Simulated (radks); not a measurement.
Task: Ar V, configuration [Ne] 3s2 3p2 (the NIST ground configuration). All-electron calculation, scalar-relativistic Kohn-Sham, PBE, spin-polarised, spherical densities, point nucleus; open shells are filled with parallel spins first. Program: a radial shooting solver on a logarithmic mesh with Libxc functionals. Some entries of the table are withheld. Estimate them.

orbital  occ.  eigenvalue (eV)  r(max) (bohr)
1s up       1        -3191.354        0.05606
1s down     1        -3190.800        0.05606
2s up       1        -365.0926         0.3380
2s down     1        -364.5671         0.3382
2p up       3        -298.4229         0.2800
2p down     3        -297.6880         0.2803
3s up       1         -83.1184          1.115
3s down     1         -79.4339          1.111
3p up       2              (1)            (2)
3p down     0              (3)            (4)

Result: 
(1) 3p up eigenvalue (eV): -66.9372
(2) 3p up r(max) (bohr): 1.167
(3) 3p down eigenvalue (eV): -63.3787
(4) 3p down r(max) (bohr): 1.166
